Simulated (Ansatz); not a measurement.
Start from `N=C(O)CCO` and change one atom or group to get `N=C(O)C[SiH2]Cl`.

Ansatz, PBE0-D4/def2-TZVP geometries, multiplicity 1. Each molecule was computed in one conformer, which needn't be the lowest.

```tsv
property	`N=C(O)CCO`
HOMO–LUMO gap (PBE/def2-TZVPP) / eV	4.96
HOMO–LUMO gap (B3LYP/def2-TZVPP) / eV	7.18
HOMO–LUMO gap (ωB97M-V/def2-TZVPP) / eV	11.78
HOMO energy (PBE/def2-TZVPP) / eV	-5.79
LUMO energy (PBE0/def2-TZVPP) / eV	0.28
HOMO energy (PBE0/def2-TZVPP) / eV	-7.47
```

Question: Give the same properties after the change, and the shifts. (Estimate.)

Answer: The calculation gave: 
```tsv
property	`N=C(O)C[SiH2]Cl`	shift
HOMO–LUMO gap (PBE/def2-TZVPP) / eV	5.54	0.58
HOMO–LUMO gap (B3LYP/def2-TZVPP) / eV	7.50	0.32
HOMO–LUMO gap (ωB97M-V/def2-TZVPP) / eV	12.14	0.36
HOMO energy (PBE/def2-TZVPP) / eV	-6.58	-0.79
LUMO energy (PBE0/def2-TZVPP) / eV	-0.07	-0.35
HOMO energy (PBE0/def2-TZVPP) / eV	-8.03	-0.56
```

With PBE0 the HOMO falls by 0.56 eV and the LUMO falls by 0.35 eV, so the gap widens by about 0.21 eV. PBE moves the HOMO by -0.79 eV and ωB97M-V by -0.39 eV.

B3LYP here is the variant with VWN-RPA as its local correlation; programs differ in this.
